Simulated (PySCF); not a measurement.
C₅H₄F₂O, SMILES O(C=C=C)/C(=C\F)F.

Geometry optimised at B3LYP-D3(BJ)/def2-SVP. The structure was generated by enumeration; whether it is a known compound was not checked. Other conformers were not sampled.

All values below come from SMD-ωB97X/def2-SVP run with PySCF.

Solvation free energies are E(SMD) − E(gas) at the gas-phase geometry, for 1 M in both phases. In vacuum the dipole moment is 1.62 D.

Q: Rank water, ethylethanoate, dichloromethane by solvation free energy, most negative first.

A: dichloromethane (-3.5 kcal/mol), ethylethanoate (-2.7 kcal/mol), water (1.2 kcal/mol)
